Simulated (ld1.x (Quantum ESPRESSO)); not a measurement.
Before and after: TM semilocal potential for Pb (Z = 82)

lead, norm-conserving Troullier–Martins (semilocal form), made with ld1.x (Quantum ESPRESSO) 7.5 (PBE, scalar-relativistic). Core [Xe] 4f14 5d10, reference 6s2 6p2. Waves: 6s (bound): rc 2.10 bohr; 6p (bound): rc 2.35 bohr. Local part: the p channel. Core correction: a·sin(br)/r model core inside 1.70 bohr.

Change: core [Xe] 4f14, valence charge 14; reference 5d10 6s2 6p2; waves now 6s (bound): rc 2.00 bohr; 5d (bound): rc 1.20 bohr; 6p (bound): rc 2.15 bohr; core correction Bessel-smoothed model core, default radius (core density twice the valence density).

Cutoffs: the cutoffs (Ry, on a coarse ladder) from which the occupation-weighted sum of valence levels, in a spherical-Bessel basis at the reference potential, stays within 10 and 1 mRy of its value at 400 Ry; they do not see the model core or the augmentation charge, which bear on the density cutoff. Errors are all-electron minus pseudo energies relative to the spin-unpolarised reference configuration.

Problem. What does the change do?

Solution. The potential gets harder (21 Ry and 35 Ry → 90 Ry and 110 Ry); neither file shows a bound ghost. The added semicore shells are compact, so their waves need more plane waves. A semilocal file is local in each channel, so a ghost entry of none says nothing of the separable form that plane-wave codes build from it. Several settings change at once here, so the effects cannot be laid on one of them.

| quantity | base | changed |
| --- | --- | --- |
| cutoff, loose | 21 Ry | 90 Ry |
| cutoff, tight | 35 Ry | 110 Ry |
| bound ghosts | none | none |
| largest error over its own tests, meV | -610 | -121 |
